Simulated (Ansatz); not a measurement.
Energy needed to pull apart CH3BZn (SMILES B=[CH][ZnH]), closed shell, into free ground-state atoms, from the structure below (at a frame of a short PBE0-D4/def2-SVP trajectory); no zero-point or spin–orbit terms; open-shell atoms are treated unrestricted, in their ground-state multiplicity.

```xyz
6
angstrom
B -0.1448 1.2320 0.5169
C 0.4456 0.4495 -0.4258
Zn -0.2154 -1.3791 -0.2234
H -0.5625 1.8348 1.4086
H 1.1841 0.5869 -1.2471
H -0.8278 -2.8126 -0.5196
```

Computed with Ansatz 0.2.0 (basis: def2-TZVPP); correlated methods freeze the cores. The 3s and 3p shells of Cu and Zn are frozen; filled d shells are correlated.

```
   method  atomization energy (eV)
   PBE-D4                    19.15
r2SCAN-D4                    19.07
  PBE0-D4                        ?
  wB97M-V                    18.85
       HF                    13.95
      MP2                        ?
     CCSD                    17.88
  CCSD(T)                    18.21
```

What does PBE0-D4 give? (An estimate is asked for; the value comes from the calculation.)

The calculation gives: 18.88 eV, which is about 0.67 eV more than CCSD(T)/def2-TZVPP.

What does MP2 give? (An estimate is asked for; the value comes from the calculation.)

The calculation gives: 18.68 eV, which is about 0.47 eV more than CCSD(T)/def2-TZVPP.

In triple zeta the MP2 and coupled-cluster atomization energies are still short of their basis limit by a few kcal/mol a bond, whereas those of the functionals are nearly converged, so these differences are not deviations from converged CCSD(T).

T1 diagnostic: at most 0.017.

For scale, one of the runs: CCSD(T)/def2-TZVPP forces, 168 basis functions, launched by `ansatz run in.yaml --threads 2 --pin off --events-out ev --progress --plain --max-ram 3481MiB`. Time: 2.7 min of wall clock on 2 CPU threads of an Arm Neoverse V2; the host was shared. Peak host memory: 2.4 GiB.
